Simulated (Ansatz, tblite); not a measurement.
Removing and adding an electron: the cluster PbO2. Charge 0, multiplicity 1. Geometry: r2SCAN-D4/def2-TZVP. Ansatz, gas phase; energy differences of separate SCF runs; the oxidised species was run as a doublet alone; the reduced species was run as a doublet alone.

```xyz
3

Pb   -0.790    0.259   -0.993
O     0.108    0.468    0.881
O     0.682   -0.727    0.113
```

In the def2 sets Pb takes a core potential; there is no spin–orbit coupling. The xTB rows come from tblite. Correlated methods freeze 6 core orbitals; core or outer-core shells of Pb are correlated, in sets that lack core-valence functions. In CCSD on the charge 1 doublet the largest single amplitude is 0.32, so its Hartree–Fock determinant may place the open shell otherwise than the density functionals do. The structure holds 1 bond(s) between oxygen atoms. The structure comes from a short search, and lower isomers may exist.

```json
{"level": "GFN1-xTB", "−HOMO (eV)": "10.54", "vertical IE (eV)": "15.41", "−LUMO (eV)": "8.19", "vertical EA (eV)": "3.91", "HOMO–LUMO gap (eV)": "2.35", "IE − EA (eV)": "11.49", "remarks": "–"}
{"level": "GFN2-xTB", "−HOMO (eV)": "10.10", "vertical IE (eV)": "14.34", "−LUMO (eV)": "8.01", "vertical EA (eV)": "4.26", "HOMO–LUMO gap (eV)": "2.09", "IE − EA (eV)": "10.08", "remarks": "–"}
{"level": "PBE-D4/def2-TZVP", "−HOMO (eV)": "4.51", "vertical IE (eV)": "8.23", "−LUMO (eV)": "3.36", "vertical EA (eV)": "–", "HOMO–LUMO gap (eV)": "1.15", "IE − EA (eV)": "–", "remarks": "–"}
{"level": "PBE-D4/def2-TZVPD", "−HOMO (eV)": "4.63", "vertical IE (eV)": "–", "−LUMO (eV)": "3.44", "vertical EA (eV)": "0.86", "HOMO–LUMO gap (eV)": "1.19", "IE − EA (eV)": "–", "remarks": "HOMO above zero (-1 doublet)"}
{"level": "r2SCAN-D4/def2-TZVP", "−HOMO (eV)": "4.79", "vertical IE (eV)": "8.23", "−LUMO (eV)": "3.19", "vertical EA (eV)": "–", "HOMO–LUMO gap (eV)": "1.60", "IE − EA (eV)": "–", "remarks": "–"}
{"level": "r2SCAN-D4/def2-TZVPD", "−HOMO (eV)": "4.88", "vertical IE (eV)": "–", "−LUMO (eV)": "3.25", "vertical EA (eV)": "1.00", "HOMO–LUMO gap (eV)": "1.63", "IE − EA (eV)": "–", "remarks": "HOMO above zero (-1 doublet)"}
{"level": "PBE0-D4/def2-TZVP", "−HOMO (eV)": "6.11", "vertical IE (eV)": "8.25", "−LUMO (eV)": "2.72", "vertical EA (eV)": "–", "HOMO–LUMO gap (eV)": "3.39", "IE − EA (eV)": "–", "remarks": "–"}
{"level": "PBE0-D4/def2-TZVPD", "−HOMO (eV)": "6.20", "vertical IE (eV)": "–", "−LUMO (eV)": "2.79", "vertical EA (eV)": "0.98", "HOMO–LUMO gap (eV)": "3.41", "IE − EA (eV)": "–", "remarks": "HOMO above zero (-1 doublet)"}
{"level": "MP2/def2-TZVPD", "−HOMO (eV)": "–", "vertical IE (eV)": "–", "−LUMO (eV)": "–", "vertical EA (eV)": "0.50", "HOMO–LUMO gap (eV)": "–", "IE − EA (eV)": "–", "remarks": "restricted SCF unstable (singlet), spin-contaminated (⟨S²⟩ 0.84) (-1 doublet)"}
{"level": "CCSD/def2-TZVPD", "−HOMO (eV)": "–", "vertical IE (eV)": "–", "−LUMO (eV)": "–", "vertical EA (eV)": "0.86", "HOMO–LUMO gap (eV)": "–", "IE − EA (eV)": "–", "remarks": "large T1 (0.029) (singlet), restricted SCF unstable (singlet), spin-contaminated (⟨S²⟩ 0.84) (-1 doublet)"}
{"level": "CCSD/def2-TZVPP", "−HOMO (eV)": "–", "vertical IE (eV)": "8.17", "−LUMO (eV)": "–", "vertical EA (eV)": "–", "HOMO–LUMO gap (eV)": "–", "IE − EA (eV)": "–", "remarks": "large T1 (0.029) (singlet), large T1 (0.066) (+1 doublet), restricted SCF unstable (singlet), spin-contaminated (⟨S²⟩ 0.97) (+1 doublet)"}
{"level": "CCSD(T)/def2-TZVPD", "−HOMO (eV)": "–", "vertical IE (eV)": "–", "−LUMO (eV)": "–", "vertical EA (eV)": "0.82", "HOMO–LUMO gap (eV)": "–", "IE − EA (eV)": "–", "remarks": "large T1 (0.029) (singlet), restricted SCF unstable (singlet), spin-contaminated (⟨S²⟩ 0.84) (-1 doublet)"}
{"level": "CCSD(T)/def2-TZVPP", "−HOMO (eV)": "–", "vertical IE (eV)": "8.25", "−LUMO (eV)": "–", "vertical EA (eV)": "–", "HOMO–LUMO gap (eV)": "–", "IE − EA (eV)": "–", "remarks": "large T1 (0.029) (singlet), large T1 (0.066) (+1 doublet), restricted SCF unstable (singlet), spin-contaminated (⟨S²⟩ 0.97) (+1 doublet)"}
```

Run but left out: HF/def2-TZVPP, HF/def2-TZVPD (singlet: restricted singlet, unstable towards broken spin symmetry); MP2/def2-TZVPP (charge +1 doublet: ⟨S²⟩ 0.97, where a pure state has 0.75).   A HOMO above zero means that the electron is unbound at that level or that self-interaction error raises the level; the energy of removing that electron tells which. Raw xTB energy differences between charge states are shifted by several eV; the methods need an empirical correction for them.
